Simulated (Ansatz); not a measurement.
CH7ClOSi2 can be A, `OC([SiH3])[SiH2]Cl`, or B, `C[SiH](Cl)[SiH2]O`.

Isolated molecules relaxed with PBE0-D4/def2-TZVP in Ansatz; ΔE leaves out vibrations. CCSD(T)/CBS is the MP2 limit (def2-TZVPP, def2-QZVPP) plus CCSD(T) − MP2 in def2-TZVPP, frozen cores. DFT in def2-TZVPP. B3LYP here is the variant with VWN-RPA as its local correlation; programs differ in this. Each species was taken in one conformer, which may not be the lowest.

Q: Which isomer does CCSD(T)/CBS put lower? Give the gap. (Estimate.)

A: The calculation gave: B, by 202.3 kJ/mol.

Q: Give E(B) − E(A) in kJ/mol with MP2/def2-TZVPP, CCSD/def2-TZVPP, B2PLYP, PBE0-D4, B3LYP, CCSD(T)/def2-TZVPP, r2SCAN-D4. (An estimate is asked.)

A: The calculation gave: MP2/def2-TZVPP -203.2, CCSD/def2-TZVPP -199.9, B2PLYP -202.1, PBE0-D4 -202.2, B3LYP -201.0, CCSD(T)/def2-TZVPP -198.1, r2SCAN-D4 -205.0. None reverses the order clearly.

Largest T1 diagnostic: 0.011.

From PBE to PBE0 (25 % exact exchange), in def2-TZVPP and without D4, E(B) − E(A) moves by −4.1 kJ/mol.
